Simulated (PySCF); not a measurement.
Species: C6H7NO (charge +1 and doublet state).
Atom-mapped SMILES: `[CH3:1]/[N:2]=[CH:3]\[C+:4]1[CH:5][CH:6]=[CH:7][O:8]1` (hydrogens: H9, H10, H11 on C1; H12 on C3; H13 on C5; H14 on C6; H15 on C7)

Geometry (GFN2-xTB, Å), atoms numbered from 1 in this order:
```
atom  x, y, z in Å
C1    -2.6513    0.1586   -0.0178
N2    -1.8282   -0.8207   -0.5130
C3    -0.6324   -1.1947   -0.5009
C4     0.5030   -0.4032   -0.1382
C5     1.8598   -0.6998   -0.2213
C6     2.5271    0.4293    0.2597
C7     1.5463    1.3520    0.5652
O8     0.3382    0.8681    0.3142
H9    -2.9272    0.8500   -0.8213
H10   -3.5883   -0.3141    0.3140
H11   -2.2312    0.6839    0.8519
H12   -0.4071   -2.1797   -0.9059
H13    2.2912   -1.6231   -0.5515
H14    3.5843    0.5550    0.3763
H15    1.6115    2.3465    0.9667
```

The hyperfine couplings belong to this conformer and change with its torsions.

The calculation used UKS B3LYP, pcH-1 on C H N O, non-relativistic, mean-field spin-orbit, GIAO (PySCF 2.14.0). The structure is a single GFN2-xTB conformer in the gas phase; no vibrational or solvent corrections. The geometry wasn't refined by DFT: couplings that depend on bond lengths, twists or pyramidal angles can differ widely from those at the functional's own minimum, by a factor of two or more for some ions and for spin on atoms past the first row. The frame is twisted about the N2–C3 bond at this geometry (dihedral C1–N2–C3–C4 = -18°); couplings at other torsion angles weren't computed. The SCF solution wasn't tested for stability.

(1) Where do the isotropic ENDOR lines of N2, H12, H9/H10/H11, H15 and H13 fall at 1208.0 mT, to first order?

(2) Which pairs are centred on the nuclear Larmor frequency, and which on half the coupling?

(3) At what field would the lower line of H9/H10/H11 fall to zero frequency?

## Answers

(1) For S = 1/2 in fast tumbling each set of equivalent nuclei gives two lines, ν± = |νn ± a/2| to first order, with νn = g_N μN B/h and μN/h = 7.62259 MHz/T.

```json
{"nuclei": "N2", "isotope": "14N", "g_N": "0.4038", "νn (MHz)": "3.72", "a_iso (MHz)": "77.28", "lower line (MHz)": "34.92", "upper line (MHz)": "42.36"}
{"nuclei": "H12", "isotope": "1H", "g_N": "5.5857", "νn (MHz)": "51.43", "a_iso (MHz)": "120.78", "lower line (MHz)": "8.96", "upper line (MHz)": "111.82"}
{"nuclei": "H9/H10/H11", "isotope": "1H", "g_N": "5.5857", "νn (MHz)": "51.43", "a_iso (MHz)": "107.11", "lower line (MHz)": "2.12", "upper line (MHz)": "104.99"}
{"nuclei": "H15", "isotope": "1H", "g_N": "5.5857", "νn (MHz)": "51.43", "a_iso (MHz)": "-6.42", "lower line (MHz)": "48.22", "upper line (MHz)": "54.64"}
{"nuclei": "H13", "isotope": "1H", "g_N": "5.5857", "νn (MHz)": "51.43", "a_iso (MHz)": "-1.66", "lower line (MHz)": "50.60", "upper line (MHz)": "52.27"}
```

(2) Centred on νn, since |a| < 2νn: H15 and H13. Centred on |a|/2 and split by 2νn: N2, H12 and H9/H10/H11.

(3) Where νn = |a|/2, that is B = 53.56 MHz/(5.5857 × 7.62259 MHz/T) = 1260 mT, as far as first order holds there.

Means are taken over nuclei equivalent by connectivity, which assumes that they swap fast. The three 1H nuclei of mean +107.1 MHz run from 38.4 to 183.3 MHz in the frozen geometry.

Time: 70 s wall (with the writing of density and orbital grids); peak memory 0.98 GiB. Hardware: Arm Neoverse V1, one thread, no GPU, shared host.

The SMILES draws the unpaired electron on C5; the largest computed Mulliken spin population is on N2 (0.71 against 0.01).
